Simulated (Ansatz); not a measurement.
Geometry optimisation, Ansatz 0.2.0, RKS PBE/def2-SVP.

input.yaml

```yaml
crystal:
  periodic: [false, false, false]
  atoms:
    - { symbol: Ge, position_ang: [0.0, 0.0, 0.0] }
    - { symbol: Cl, position_ang: [0.0, 0.0, 2.57] }
    - { symbol: O, position_ang: [1.6691, 0.0, -0.5894] }
    - { symbol: H, position_ang: [1.9855, -0.9521, -0.7061] }
    - { symbol: O, position_ang: [-0.8337, 1.4443, -0.5894] }
    - { symbol: H, position_ang: [-1.7915, 1.2136, -0.8118] }
    - { symbol: O, position_ang: [-0.8337, -1.4443, -0.5894] }
    - { symbol: H, position_ang: [-1.2883, -1.91, 0.183] }
    - { symbol: S, position_ang: [1.3373, 2.0168, 0.8041] }
    - { symbol: H, position_ang: [2.4142, 1.5819, 1.5858] }
    - { symbol: H, position_ang: [0.8048, 1.2137, 2.0643] }
basis:
  gaussian: { orbitals: def2-SVP }
hamiltonian:
  xc: pbe
relax:
  f_tol: 0.15
  max_steps: 25
  restrain:
    - { distance: [0, 8], at: 3.45, k: 30.0 }
    - { distance: [10, 1], at: 2.57, k: 30.0 }
    - { distance: [0, 1], at: 2.22, k: 30.0 }
    - { distance: [10, 8], at: 1.4, k: 30.0 }
```

Run as:

```bash
$ ansatz run input.yaml --threads 4 --pin off --max-ram 5120MiB --backend cpu --events-out ev --progress --plain --runs-dir out
```

Question: Where does it end, and by what steps?

Answer: It converged. The restraints hold the end off the free minimum; the threshold counts their pulls, which the force column leaves out. Restrained pairs: Ge1–S9 (2.55 → 3.45 Å), Cl2–H11 (1.54 → 2.57 Å), Ge1–Cl2 (2.57 → 2.21 Å), S9–H11 (1.59 → 1.38 Å). After 11 steps the energy has fallen by 2.436 eV (the restraints' own energy left out); S9 moved furthest, 0.88 Å.

```json
{"step": "0", "energy less start (eV)": "0.0000", "largest force component (eV/Å)": "3.359", "accepted": "yes"}
{"step": "1", "energy less start (eV)": "-0.8038", "largest force component (eV/Å)": "3.394", "accepted": "yes"}
{"step": "2", "energy less start (eV)": "-1.0967", "largest force component (eV/Å)": "5.013", "accepted": "yes"}
{"step": "3", "energy less start (eV)": "-1.5793", "largest force component (eV/Å)": "4.140", "accepted": "yes"}
{"step": "4", "energy less start (eV)": "-2.2413", "largest force component (eV/Å)": "1.664", "accepted": "yes"}
{"step": "5", "energy less start (eV)": "-2.3849", "largest force component (eV/Å)": "0.436", "accepted": "yes"}
{"step": "6", "energy less start (eV)": "-2.4165", "largest force component (eV/Å)": "0.386", "accepted": "yes"}
{"step": "7", "energy less start (eV)": "-2.4250", "largest force component (eV/Å)": "0.463", "accepted": "no"}
{"step": "8", "energy less start (eV)": "-2.4259", "largest force component (eV/Å)": "0.310", "accepted": "yes"}
{"step": "9", "energy less start (eV)": "-2.4332", "largest force component (eV/Å)": "0.363", "accepted": "yes"}
{"step": "10", "energy less start (eV)": "-2.4284", "largest force component (eV/Å)": "0.641", "accepted": "no"}
{"step": "11", "energy less start (eV)": "-2.4359", "largest force component (eV/Å)": "0.344", "accepted": "yes"}
```

```xyz
11
Properties=species:S:1:pos:R:3
Ge -0.099 -0.072 0.075
Cl -0.364 -0.305 2.259
O 1.623 -0.150 -0.374
H 1.777 -1.057 -0.711
O -0.920 1.353 -0.583
H -1.757 1.033 -0.979
O -0.880 -1.525 -0.629
H -1.244 -2.084 0.084
S 1.659 2.589 1.396
H 2.524 1.611 0.995
H 1.144 1.772 2.387
```

Time of the run: 18 s on 4 threads of Arm Neoverse V2, on a shared host, peak memory 0.21 GiB.
